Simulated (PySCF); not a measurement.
SMILES [Cl][Sn][Cl] at its PBE0/def2-SVP optimised geometry (Å):

```
3

Sn    -1.0046    -1.1789     0.0000
Cl     1.3834    -1.1789     0.0000
Cl    -1.3834     1.1789     0.0000
```

Computed with PBE0/def2-TZVP, def2 effective core potentials past Kr (PySCF). The core electrons that the potentials of Sn replace are not part of the density. Cells within 0.4 Å of a nucleus heavier than hydrogen are left out (blank, or x).

Map of the log10 of the electron density (e/bohr³), floored at −4 on the plane z = 0.0 Å:

```
|000000011100000000000000000|
|000011122211100000000000000|
|001122233322210000000000000|
|011233344433321000000000000|
|012334555544332100000000000|
|123345666655432210000000000|
|123456677766543210000000000|
|234556778776543211000000000|
|2345677xxx76653321100000000|
|2345677xxx77654322111100000|
|23456778x776544322222211000|
|223456777776544333333321100|
|123455667665544444444332210|
|123345566665544555555443210|
|123345566666555566666544321|
|123345667887655677777654321|
|123445689x98766677x87664321|
|12345578xxx976677xxx7765421|
|12345578xxx976677xxx7765421|
|123455679998766677877654321|
|123445667877655667776654321|
|122345566666555566666543321|
|112334455555444455555443210|
|012233444444433344444332110|
|001223334433333333333221100|
|000122233332222222222110000|
|000011222222111111111100000|
```
Scale: ten equal steps from -4.00 (start of '0') to 0.462 (end of '9'), in the order '0123456789'; x runs from -3.50 to 3.50, y from -3.50 (bottom) to 3.50 (top).
